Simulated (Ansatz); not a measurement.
Molecular dynamics of GaH3O

Input:

```yaml
crystal:
  periodic: [false, false, false]
  atoms:
    - { symbol: Ga, position_ang: [0.069651, -0.064182, 0.005558] }
    - { symbol: H, position_ang: [-0.10048, -0.08801, 1.566134] }
    - { symbol: H, position_ang: [1.359095, 0.18849, -0.836544] }
    - { symbol: O, position_ang: [-1.379687, -0.36105, -1.008694] }
    - { symbol: H, position_ang: [-2.198879, -0.521949, -0.522954] }
basis:
  gaussian: { orbitals: def2-SVP }
hamiltonian:
  xc: b3lyp
  dispersion: d4
md:
  timestep: 1.0
  n_steps: 300
  ensemble: nve
  temperature: 500.0
  initial_velocities: maxwell_boltzmann
  seed: 108657
```

Command:

```bash
$ ansatz run input.yaml --threads 1 --pin off --max-ram 2048MiB --backend cpu --events-out ev --progress --plain --runs-dir out
```

It starts from a relaxed structure.

Output, in part (step lines, the closing report, with atoms numbered from 0):

```
md step     0: t =     0.00 fs  T =   500.0 K  F+E_penalty+E_count = -54467.33011669 eV  E_kin = 0.193890 eV  conserved = -54467.13622669 eV  (22 SCF iters)
[... lines left out ...]
Total energy: -54467.23906268 eV, -2001.6341163330 hartree
Atom 0 at     0.071093    -0.068546     0.005022 Å, force    -0.054645     0.029847     0.163777 eV/Å
Atom 1 at     0.027792    -0.046940     1.587791 Å, force    -0.262669    -0.100609    -0.121297 eV/Å
Atom 2 at     1.439475     0.183177    -0.708270 Å, force    -0.117859     0.018873    -0.276834 eV/Å
Atom 3 at    -1.400086    -0.331225    -1.014742 Å, force    -0.736602    -0.675538     0.871769 eV/Å
Atom 4 at    -2.183526    -0.729252    -0.539833 Å, force     1.171775     0.727427    -0.637414 eV/Å
Dipole moment:    -0.103816    -0.108370     0.247994 e Å
```

The steps, from the saved trajectory:

```csv
time (fs),T (K),potential energy less start (eV),conserved less start (meV/atom)
0.0,500,0.000,0.00
10.0,155,0.137,0.67
20.0,131,0.147,0.84
30.0,244,0.100,0.18
40.0,404,0.040,0.56
50.0,165,0.133,0.69
60.0,256,0.095,0.08
70.0,235,0.107,0.81
80.0,279,0.089,0.67
90.0,191,0.120,0.09
100.0,277,0.090,0.72
110.0,331,0.068,0.45
120.0,218,0.111,0.30
130.0,111,0.155,0.87
140.0,346,0.062,0.53
150.0,325,0.068,0.04
160.0,151,0.140,0.97
170.0,145,0.140,0.33
180.0,401,0.040,0.31
190.0,218,0.114,0.85
200.0,190,0.122,0.35
210.0,183,0.124,0.26
220.0,374,0.054,0.98
230.0,250,0.098,0.21
240.0,161,0.134,0.44
250.0,258,0.098,0.79
260.0,330,0.067,0.26
270.0,252,0.098,0.37
280.0,93,0.163,0.96
290.0,402,0.038,0.01
300.0,272,0.091,0.60
```

The run went to its last step. The conserved energy stayed within 1.1 meV per atom of its start (net change 0.6 meV per atom), so the integration is sound. The temperature averaged 0.49 of the 500 K drawn at the start: a run that starts near a minimum puts about half its kinetic energy into the potential. A run of 0.3 ps of so small a system gives no equilibrium averages.

The same pairs are bonded in the first frame and the last. Pairs count as bonded within 1.25 times the sum of covalent radii (0.12 Å more for H–H).

Last frame:

```xyz
5
Properties=species:S:1:pos:R:3
Ga 0.071 -0.069 0.005
H 0.028 -0.047 1.588
H 1.440 0.183 -0.708
O -1.400 -0.331 -1.015
H -2.183 -0.729 -0.540
```

Run time: 5.7 min on 1 thread of Arm Neoverse V2, on a shared host, peak memory 0.11 GiB.
